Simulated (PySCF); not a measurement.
Computed vibrations of Pb2F4

Pb2F4 (singlet). PySCF 2.14.0, RKS B3LYP, Pb def2-SVP with ECP60, F def2-SVP; non-relativistic Hamiltonian with scalar-relativistic core potentials where named; density fitting; no spin-orbit coupling. Central differences of gradients.

```xyz
6

Pb   -0.5862    0.0000    1.8774
Pb    0.5862    0.0000   -1.8774
F     1.1615    0.0000    0.6092
F    -1.1615    0.0000   -0.6092
F     0.6616    0.0000    3.5493
F    -0.6616    0.0000   -3.5493
```

Run from Python with OMP_NUM_THREADS=2. Where DIIS fails, smearing, a level shift and second-order steps follow.
It took 74 s on 2 threads of Arm Neoverse V1, on a shared host.

(1) What are the harmonic wavenumbers and infrared intensities?

(2) Is this a minimum?

Results:

(1) Modes are labelled in C2h; negative numbers are unstable modes, those under 60 cm⁻¹ near the noise; a finer grid moves soft modes by up to 10 cm⁻¹.
```tsv
cm⁻¹	km/mol	symmetry
-112	–	bg
-83	–	au
-8	–	au
74	0.0	ag
87	25.6	bu
98	0.0	ag
226	86.5	bu
267	0.0	ag
418	0.0	ag
442	296.4	bu
533	0.0	ag
535	137.5	bu
```

(2) No: 2 unstable (and 1 more above −25 cm⁻¹, within the noise); the lowest moves the atoms so:
```
Pb   0.00  0.06  0.00
Pb   0.00 -0.06  0.00
F    0.00  0.56  0.00
F    0.00 -0.56  0.00
F    0.00 -0.43  0.00
F    0.00  0.43  0.00
```
